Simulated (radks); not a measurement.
Polarisability of the arsenic ion As+, [Ar] 3d10 4s2 4p2, at imaginary frequency. All-electron calculation, scalar-relativistic Kohn-Sham, LB94 model potential, spin-unpolarised, spherical densities, finite nucleus; Fermi nuclear charge, rms radius 4.0968 fm. Program: a radial shooting solver on a logarithmic mesh with Libxc functionals. Response by self-consistent Sternheimer equations with the Hartree and adiabatic LDA kernel, the relativistic mass of each level held fixed and spin-orbit coupling left out.

w (hartree),alpha1(iw) (bohr^3)
0.00266,15.18
0.0143,15.17
0.0360,15.09
0.0697,14.86
0.118,14.28
0.186,13.16
0.280,11.32
0.413,8.864
0.605,6.215
0.892,3.907
1.35,2.241
2.12,1.196
3.59,0.5890
6.94,0.2406
17.5,0.05833

Static values: alpha1 = 15.18 bohr^3 (2.250 angstrom^3; uncoupled 23.42). C6 = 88.25, triple-dipole C9 = 967.0 atomic units. One-pole (London) frequency 4 C6 / (3 alpha1^2) = 0.510 hartree, against 0.677 for minus the highest occupied eigenvalue.
